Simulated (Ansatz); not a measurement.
Calculated with Ansatz (gas phase, PBE0-D4/def2-TZVP geometries, no zero-point term in ΔE). CBS: MP2 limit from def2 TZ/QZ plus the TZ coupled-cluster correction, frozen cores. This one scheme is used for every species. Functionals use def2-TZVPP. For Br outer-core shells are correlated without core-valence functions, which leaves a few kJ/mol of doubt a bond. Scalar relativity is left out up to krypton.

`N[SiH3]` + `FBBr` → `FB([SiH3])Br` + NH₃  (formal exchange of groups at the Si–N bond)

```csv
level,ΔE (eV)
PBE0-D4,0.52
BHLYP-D4,0.69
ωB97M-V,0.65
BLYP,0.60
PBE0,0.55
r2SCAN0,0.63
LC-ωPBE,0.62
CCSD/def2-SVP,0.61
```

Q: What does CCSD(T)/CBS give? (Estimate.)

A: Computed: +0.61 eV. The listed levels differ from it by -0.09, 0.08, 0.04, -0.01, -0.06, 0.02, 0.01, 0.00 eV.

Largest T1 diagnostic among the species: 0.012.

From r2SCAN to r2SCAN0 (25 % exact exchange), in def2-TZVPP and without D4, ΔE moves by +0.05 eV. In def2-TZVPP, CCSD(T) changes the Hartree–Fock value by −0.22 eV (the triples alone add −0.03 eV) and MP2 by −0.14 eV.
